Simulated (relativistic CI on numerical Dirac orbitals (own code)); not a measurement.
# One change at a time: P6+

Base calculation: Dirac-Coulomb-Breit CI, orbitals from a KLI potential per configuration, model QED, unscaled Slater integrals.

Configurations in the expansion (outside the closed core 1s2): 2s²2p⁵, 2s2p⁶, 2s²2p⁴3s, 2s²2p⁴3p, 2s²2p⁴3d, 2p⁶3s, 2p⁶3p, 2s2p⁵3s, 2p⁶3d, 2s²2p⁴4s, 2s²2p⁴4p, 2s2p⁵3p, 2s²2p⁴4d, 2s²2p⁴4f, 2s²2p⁴5s, 2s2p⁵3d, 2s²2p⁴5p, 2s²2p³3s², 2s²2p⁴5d, 2s²2p⁴5f, 2s²2p⁴5g, 2s²2p³3s3p, 2s²2p³3p², 2s²2p³3s3d, 2s2p⁵4s, 2s2p⁵4p, 2s²2p³3p3d, 2s2p⁵4d, 2s2p⁵4f, 2s2p⁴3s², 2s²2p³3d², 2s2p⁵5s, 2s2p⁴3s3p, 2s2p⁵5p, 2s2p⁵5d, 2s2p⁵5f. Levels of other configurations are missing.

Variants: (1) valence Slater integrals scaled by 0.9; (2) configuration mixing switched off; (3) QED terms removed. Shifts of the energy above 2s²2p⁵ ²P°3/2, in cm⁻¹, for the lowest level and the first level of each name with at least 55 % of one term (blank where a level changes its place among those of its configuration and J or its character, or is not in the variant):

```csv
Level,Base,Δ(1),Δ(2),Δ(3),Measured
2s²2p⁵ ²P°3/2,0,0,0,0,0
2s²2p⁵ ²P°1/2,7231,0,0,-20,7273
2s2p⁶ ²S1/2,470093,+702,+3753,+385,
2s²2p⁴3s ⁴P5/2,1252822,+2986,-839,-114,1259730
2s²2p⁴3s ⁴P3/2,1257189,+2955,-817,-125,1264170
2s²2p⁴3s ⁴P1/2,1259762,+2979,-761,-133,
2s²2p⁴3s ²P3/2,1271135,+1187,-578,-124,1277380
2s²2p⁴3s ²P1/2,1276264,+1148,-503,-137,1282550
2s²2p⁴3s ²D5/2,1313014,-2694,-1265,-127,
2s²2p⁴3s ²D3/2,1313106,-2688,-1262,-127,
2s²2p⁴3p ⁴P°5/2,1343876,+4243,+981,-43,
2s²2p⁴3p ⁴P°3/2,1345226,+4189,+976,-46,
2s²2p⁴3p ⁴P°1/2,1347114,+4260,+1055,-52,
2s²2p⁴3p ⁴D°7/2,1356278,+2675,-2341,-45,
```

At this charge configurations can still be misplaced by up to about 7 % of their energy. 13 of the 15 excited levels that our extract of the measured tables holds in this range could be paired (the sources list more); they are missed by 4900 cm⁻¹ on average and 9649 at most, and levels without a partner can miss by more.

Measured levels: Martin, Zalubas and Musgrove, J. Phys. Chem. Ref. Data 14, 751 (1985).

Ionisation energy from the two ground configurations alone: base 261.979 eV; valence Slater integrals scaled by 0.9 262.294 eV. The NIST ASD value (semi-empirical) is 263.57 eV.
